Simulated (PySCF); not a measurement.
C2H7GaS. Atoms are numbered in the order given.

```xyz
11

Ga    -0.2416     0.1951    -0.0699
C     -2.0317    -0.6164    -0.2756
H     -2.0237    -1.6881    -0.0296
H     -2.3771    -0.4987    -1.3161
H     -2.7624    -0.1076     0.3737
C      0.2034     2.1165    -0.2274
H      1.2809     2.2776    -0.3792
H     -0.0943     2.6357     0.6992
H     -0.3487     2.5802    -1.0601
S      1.3999    -1.2455     0.4039
H      2.3855    -0.3187     0.4356
```

Coordinates come from a B3LYP-D3(BJ)/def2-SVP optimisation. The structure was generated by enumeration; whether it is a known compound was not checked. One conformer was computed; it need not be the lowest.

These are r2SCAN/def2-TZVP (PySCF) values and carry that method's errors.

Atomic charges (e):

```
atom  Mulliken  meta-Löwdin
----  --------  -----------
Ga1        [?]         0.56
C2         [?]        -0.58
H3        0.14         0.13
H4        0.13         0.13
H5        0.13         0.13
C6         [?]        -0.58
H7        0.13         0.13
H8        0.13         0.13
H9        0.13         0.13
S10        [?]        -0.31
H11       0.15         0.11
```

Fill in the missing entries. (The exact figures need the calculation; the answer reports its results.)


- Ga1, Mulliken: 0.45
- C2, Mulliken: -0.53
- C6, Mulliken: -0.51
- S10, Mulliken: -0.36
